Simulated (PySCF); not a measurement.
# Worked example: refractive index and permittivity of the vapour

Te(NH2)(SeH) (H3NSeTe), SMILES N[Te][SeH].

Geometry: B3LYP-D3(BJ)/def2-SVP. The def2 effective core potentials stand for the cores of Te; spin–orbit coupling is left out. Other conformers were not sampled.

PBE/def2-TZVPD (PySCF) gives a mean static polarisability of 88.3 bohr³ and a dipole moment of 1.89 D. Take an ideal gas at 298.15 K and 0.1 bar, whether or not the substance is that volatile.

Problem. Work out n − 1 in the optical limit and the static ε − 1.

Solution. 
Polarisability volume α' = 88.3 × 0.148185 = 13.08 Å³. Number density N = p/kT = 2.43e-6 Å⁻³.
Dilute limit of Lorentz–Lorenz: n − 1 = 2π N α' = 0.00020.
Orientation term of Debye: μ²/(3kT) = 8.098 Å³ × μ²(D²) = 28.93 Å³.
ε − 1 = 4π N (α' + μ²/3kT) = 0.0013. Orientation of the dipole supplies 69 % of the static response; it can't follow optical fields. Vibrational polarisation and dispersion are left out.
